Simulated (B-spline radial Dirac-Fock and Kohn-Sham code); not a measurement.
Binding energies of F in different valence configurations

Method: relaxed Dirac-Fock hole states (ΔSCF) with Breit and QED corrections and a finite nucleus. Computed with a radial finite-basis atomic code. Correlation energy is missing from these numbers.

Reference: the tabulated ground configuration [He] 2s2 2p5, with 2s 40.12 eV.

Shifts from the reference in eV.

```tsv
configuration	average energy	2s
[He] 2s1 2p6	+23.98	+3.45
```
